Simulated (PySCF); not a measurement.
**Ionisation energy of I+ by level of theory**

I+ [Kr] 4d10 5s2 5p4 (3P) → I(2+) [Kr] 4d10 5s2 5p3 (4S), as a difference of total energies. Computed with PySCF 2.14 in aug-cc-pwCVTZ-DK3 (10s9p7d4f1g, 109 functions), with the spin-free X2C one-electron Hamiltonian (Gaussian nucleus). Correlated levels: valence: [Kr] 4d10 frozen; valence and next inner shell: [Ar] 3d10 frozen. The calculations carry no spin-orbit coupling.

```csv
method,ionisation energy (eV)
UHF,17.675
PBE,18.738
PBE0,18.753
r2SCAN,18.753
CAM-B3LYP,18.950
wB97M-V,18.722
MP2 (valence),18.327
SCS-MP2 (valence),18.397
MP2 (valence and next inner shell),18.495
SCS-MP2 (valence and next inner shell),18.511
```

**Question.** Estimate what LDA gives.

**Answer.** 19.052 eV, closest to CAM-B3LYP among the rows shown.

**Question.** Estimate what M06-2X gives.

**Answer.** 18.402 eV, closest to SCS-MP2 (valence) among the rows shown.

Errors of the correlated levels include the incompleteness of this basis and the frozen core.

For comparison: 18.750 eV (measured; NIST levels, between the centres of gravity of the two terms).
